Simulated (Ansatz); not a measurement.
Z-matrix (Å, degrees):
```
Zr
F 1 1.8954
F 1 1.8958 2 114.12
H 1 1.8613 2 108.08 3 -120.23
H 1 1.8616 4 110.42 2 117.96
```
Charge 0, spin multiplicity 1.

Computed with frozen-core CCSD(T)/def2-TZVPP // BP86-D3(BJ)/def2-SVP in Ansatz (a quantum-chemistry and plane-wave program).

```json
{
  "HF energy": "-246.80736 Ha",
  "MP2 correlation energy": "-0.85202 Ha"
}
```

Q: Estimate the CCSD correlation energy, the (T) correction, the total energy and the T1 diagnostic.

A: 
The CCSD correlation energy is -0.86166 Ha and the (T) correction is -0.02976 Ha. The CCSD(T) total energy is -247.69878 Ha and the T1 diagnostic is 0.019.
